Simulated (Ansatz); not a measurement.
Ideal-gas functions of AlH₅SSi₂, SMILES `[SiH3][SiH]1[AlH][S]1` at 500 K and 1 bar, from an Ansatz frequency run at PBE0-D4/def2-TZVP.

Molar mass 120.26 g/mol, point group C1 (symmetry number 1), electronic degeneracy 1, moments of inertia 105.033, 342.773, 388.259 u Å². Harmonic wavenumbers (cm⁻¹, unscaled): 93, 99, 109, 340, 373, 414, 451, 490, 493, 519, 575, 629, 736, 872, 931, 936, 1974, 2188, 2210, 2220, 2227.

Use S(trans) = R[1.5 ln M + 2.5 ln T − 1.1517]; rotational temperatures θ = 24.2544 K / I; S(rot) = R[ln(√π/σ · √(T³/θAθBθC)) + 1.5]; for each mode x = 1.438777 ν̃/T, S = R[x/(eˣ − 1) − ln(1 − e⁻ˣ)] and H = RT x/(eˣ − 1); 1 cm⁻¹ = 0.0119627 kJ/mol; R = 8.31446 J/(mol·K).

Task: By hand: the entropy, in J/(mol·K).

Result: Translation 179.3. Rotation: θ = 0.2309, 0.0708, 0.0625 K, giving 123.4. Vibration, mode by mode: 19.30, 18.78, 17.99, 8.82, 8.11, 7.33, 6.71, 6.11, 6.07, 5.71, 5.02, 4.43, 3.47, 2.55, 2.23, 2.21, 0.19, 0.11, 0.11, 0.10, 0.10, in all 125.5. Electronic 0.0. Sum 428.2 J/(mol·K).

Task: By hand: H − E and G − E in kJ/mol, counted from the electronic energy.

Result: Zero-point energy ½ × 18879 × 0.0119627 = 112.9; thermal vibration 32.4; translation, rotation and pV give 4 RT = 16.6. H − E = 161.9 kJ/mol, and G − E = 161.9 − 500 × 428.2/1000 = -52.2 kJ/mol.

Vibration gives 29 % of the entropy, 56.1 J/(mol·K) of it from the modes under 150 cm⁻¹: soft modes count most, and the harmonic formula is weakest for them. The sum counts one conformer and one mirror image; others add a mixing term.
